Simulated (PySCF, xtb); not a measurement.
C5H5Cl, SMILES C=CC=C=CCl. One conformer was computed; it need not be the lowest.

Harmonic wavenumbers (cm⁻¹) from GFN2-xTB (xtb 6.7.1) at its own minimum, in rising order: 73, 115, 170, 246, 369, 443, 542, 615, 709, 731, 853, 890, 923, 1014, 1095, 1149, 1190, 1263, 1359, 1419, 1661, 2037, 3024, 3062, 3073, 3101, 3135.

Problem. What does PySCF with PBE0-D3(BJ)/def2-SVP give at its own minimum? (An estimate is asked for; the answer gives what the named calculation found.)

Solution. 83, 126, 198, 272, 381, 485, 582, 655, 781, 792, 907, 926, 947, 1033, 1115, 1192, 1236, 1297, 1371, 1463, 1715, 2075, 3146, 3167, 3196, 3209, 3274. Paired by order, the mean absolute difference is 50 cm⁻¹ and the zero-point energies are 49.0 and 50.9 kcal/mol.
